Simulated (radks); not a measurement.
Problem. The mean radii <r> (bohr) of the occupied orbitals of an atom or ion are listed with their occupations. Calculated with a radial shooting solver on a logarithmic mesh with Libxc functionals: scalar-relativistic Kohn-Sham, LDA (Slater exchange, Perdew-Wang correlation), spin-polarised, spherical densities, finite nucleus; Fermi nuclear charge, rms radius of each element as measured or else 0.836 A^(1/3) + 0.57 fm.

orbital  occ.      <r>
1s down     1  0.02411
1s up       1  0.02411
2s up       1   0.1031
2s down     1   0.1031
2p up       3  0.09058
2p down     3  0.09058
3s up       1   0.2728
3s down     1   0.2727
3p up       3   0.2708
3p down     3   0.2707
3d up       5   0.2477
3d down     5   0.2476
4s up       1   0.6218
4s down     1   0.6217
4p up       3   0.6581
4p down     3   0.6581
4d up       5   0.7232
4d down     5   0.7235
5s up       1    1.462
5s down     1    1.470
5p up       3    1.672
5p down     3    1.684
4f up       2    1.005

Name the element and its charge. Open shells, if any, are filled with parallel spins first.

Solution. Z = 59, praseodymium, charge +3: Pr3+ in [Xe] 4f2. The 1s radius gives Z: for a bare nucleus <r> = (2 gamma + 1)/(2Z) with gamma = sqrt(1 - (Z/c)^2), 0.02377 bohr for Z = 59, and screening makes it slightly larger (0.02411 here). The occupations add up to 56, and the charge is Z minus that.
